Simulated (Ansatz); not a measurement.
Wavefunction ladder for CH6CuN (`[CH3][Cu-][NH3+]`)

```xyz
9

C    -1.903   -0.275   -0.089
Cu   -0.023   -0.003   -0.001
N     1.931    0.279    0.090
H    -2.449    0.661    0.075
H    -2.238   -0.990    0.670
H    -2.204   -0.665   -1.067
H     2.345   -0.257    0.847
H     2.155    1.256    0.247
H     2.385   -0.006   -0.772
```

The species carries charge 0 and has multiplicity 1. For Cu the d shell is correlated and the shells below it are frozen. Scalar relativity is left out up to krypton. Geometry: relaxed with PBE0-D4/def2-TZVP. It is one conformer, not always the lowest. Frozen core, restricted reference, Ansatz.

```tsv
basis	HF (Eh)	MP2 corr.	CCSD corr.	(T)	CCSD(T) total
def2-SVP	?	?	?	-0.02477	?
def2-TZVPP	-1734.77548	?	-0.91685	-0.04002	?
def2-QZVPP	-1734.82020	-1.03186	–	–	–
```

Question: Fill in the withheld values. (Best estimate.)

Answer: Computed: def2-SVP HF (Eh): -1734.43442; def2-SVP MP2 corr.: -0.67842; def2-SVP CCSD corr.: -0.66750; def2-SVP CCSD(T) total: -1735.12669; def2-TZVPP MP2 corr.: -0.97248; def2-TZVPP CCSD(T) total: -1735.73235.
